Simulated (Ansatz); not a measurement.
System: SiHCl2, charge 0, doublet. SiHCl2 (SMILES Cl[SiH]Cl, doublet).
B3LYP-D3(BJ)/def2-TZVP minimum from Ansatz (a program for electronic structure):
```xyz
4

Cl    -0.0444    -1.6964     0.3495
Si    -0.5203     0.0665    -0.6084
Cl     0.4756     1.6440     0.2700
H     -0.0476    -0.0405    -2.0131
```
Charge 0, spin multiplicity 2.

Total energies in hartree (Ansatz). Radicals and triplets start from unrestricted determinants; spin-orbit coupling is neglected. Correlated methods leave the cores frozen. No relativity. Where a partner has so few electrons that a lower coupled-cluster level is exact, that level stands in.

```csv
species,HF/cc-pV(T+d)Z,CCSD(T)/cc-pV(T+d)Z,HF/cc-pV(Q+d)Z,CCSD(T)/cc-pV(Q+d)Z,CCSD(T)/cc-pV(D+d)Z,CCSDT(Q)/cc-pV(D+d)Z
"1: SiHCl2 (SMILES Cl[SiH]Cl, doublet)",-1208.63833,-1209.17554,-1208.64894,-1209.23444,-1208.98875,-1208.99063
2: Cl (doublet),-459.48556,-459.67356,-459.48916,-459.69449,-459.60403,-459.60445
3: Si (triplet),-288.85649,-288.93344,-288.85845,-288.93781,-288.91643,-288.91690
4: H (doublet),-0.49981,-0.49981,-0.49995,-0.49995,-0.49928,-0.49928
```

Task: Work out the atomisation energy (electronic, to ground-state atoms) in kJ/mol: take Hartree-Fock from cc-pV(Q+d)Z, extrapolate the CCSD(T) correlation energy as X^-3 (X = 3, 4), and add CCSDT(Q) - CCSD(T) in cc-pV(D+d)Z. 1 hartree = 2625.5 kJ/mol.

Result: 
Species 1: correlation (64·(-0.58550) - 27·(-0.53721))/37 = -0.62074; step -0.00188; E1 = -1208.64894 + (-0.62074) + (-0.00188) = -1209.27156
Species 2: correlation (64·(-0.20533) - 27·(-0.18800))/37 = -0.21798; step -0.00042; E2 = -459.48916 + (-0.21798) + (-0.00042) = -459.70756
Species 3: correlation (64·(-0.07936) - 27·(-0.07695))/37 = -0.08112; step -0.00047; E3 = -288.85845 + (-0.08112) + (-0.00047) = -288.94004
Species 4: correlation (64·(0.00000) - 27·(0.00000))/37 = 0.00000; step +0.00000; E4 = -0.49995 + (0.00000) + (+0.00000) = -0.49995
-1·E1 +2·E2 +1·E3 +1·E4 = 0.41645 hartree = 1093.4 kJ/mol.
